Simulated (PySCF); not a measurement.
Species: C4H7F2NO.
SMILES: `CNC(=O)CC(F)F`

The closed-shell SCF was solved with PySCF and density fitting under several settings on one GFN2-xTB geometry (grid level 2 and gas phase unless stated).

```
                                                                  settings  basis functions  SCF cycles     E (Eh)  HOMO (eV)  LUMO (eV)  dipole (D)
                                                             PBE0/pcSseg-1              171          14  -485.7618      -7.58       0.48        2.45
                                                            PBE0/def2-SVPD              225          14  -485.4794      -7.70       0.20        2.51
PBE0/ANO-RCC-VDZP, IEF-PCM tetrahydrofuran, fitting basis def2-qzvpp-jkfit              147          11  -485.9725      -7.48       0.40        3.18
                                                                 LDA/3-21G               86          15  -479.9980      -5.38      -0.04        2.32
                                              KT3/MINI, start guess huckel               47          14  -489.2807      -7.04      -1.81        2.18
   OLYP/aug-cc-pVDZ, damping 0.3 at the start, DIIS from the seventh cycle              247          23  -486.2410      -5.88      -1.09        2.46
                                                               BLYP/6-31G*              126          16  -486.1640      -5.33       0.02        2.40
```

Question: Estimate the row for these settings: HCTH407/def2-SVPD.

Answer: 
| settings | basis functions | SCF cycles | E (Eh) | HOMO (eV) | LUMO (eV) | dipole (D) |
| --- | --- | --- | --- | --- | --- | --- |
| HCTH407/def2-SVPD | 225 | 16 | -485.9120 | -6.29 | -0.97 | 2.52 |

Question: Over all rows, what range does the HOMO–LUMO gap span?

Answer: From 4.79 eV (OLYP/aug-cc-pVDZ, damping 0.3 at the start, DIIS from the seventh cycle) to 8.06 eV (PBE0/pcSseg-1). The functional of the narrowest has no exact exchange, that of the widest 25 % exact exchange.

Question: And the dipole moment?

Answer: From 2.18 D (KT3/MINI, start guess huckel) to 3.18 D (PBE0/ANO-RCC-VDZP, IEF-PCM tetrahydrofuran, fitting basis def2-qzvpp-jkfit); the largest is 1.46 times the smallest, and the median is 2.46 D.

Question: Compare two rows with the functional PBE0: PBE0/pcSseg-1 and PBE0/def2-SVPD. Which energy is lower, and by how much?

Answer: PBE0/pcSseg-1 (171 functions) lies 0.2824 Eh or 177 kcal/mol below PBE0/def2-SVPD (225 functions). The smaller set gives the lower energy; the two sets aren't nested, so the variational bound doesn't order them by size.

Cycle counts include a coarse-grid stage where the run had one. All basis functions are spherical, in the Pople sets too. KT3 was designed for NMR shieldings or shifts; total energies of different functionals aren't comparable. ANO-RCC sets were contracted for a scalar-relativistic Hamiltonian, but ran non-relativistically here. One conformer (not necessarily the lowest) at the GFN2-xTB geometry, without vibrations or thermal averaging.

Shape of the structure used: `[CH3:1][NH:2][C:3](=[O:4])[CH2:5][CH:6]([F:7])[F:8]`: C1–N2–C3–O4 -3°, N2–C3–C5–C6 -80°, C3–C5–C6–F7 65°.
